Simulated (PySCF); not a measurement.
Br2, charge -1, doublet, at a GFN2-xTB geometry (a state made from the parent by changing its charge; the spin is typed, not shown lowest).

PySCF was given this input:
```python
from pyscf import gto, scf, dft

mol = gto.Mole()
mol.atom = '''
    Br   -0.000000   -0.000000   -1.520776
    Br    0.000000    0.000000    1.520776
'''
mol.basis = 'pcseg-1'
mol.charge = -1
mol.spin = 1
mol.verbose = 4
mol.build()

mf = dft.UKS(mol)
mf.xc = 'b3lyp'
mf.disp = 'd4'
mf.kernel()
mf.analyze()
```

Task: Estimate the HOMO energy that B3LYP-D4/pcseg-1 (PySCF) returns for this input.

Result: -1.27 eV

Task: Predict the total energy from B3LYP-D4/pcseg-1.

Result: -5147.8723 Eh

Task: What nuclear repulsion energy does B3LYP-D4/pcseg-1 give?

Result: 213.1287 Eh

Task: What is the computed <S^2> (B3LYP-D4/pcseg-1)?

Result: 0.752

Task: Predict the number of basis functions from B3LYP-D4/pcseg-1.

Result: 54

These values belong to the state on which the SCF converged, which isn't shown to be the lowest.
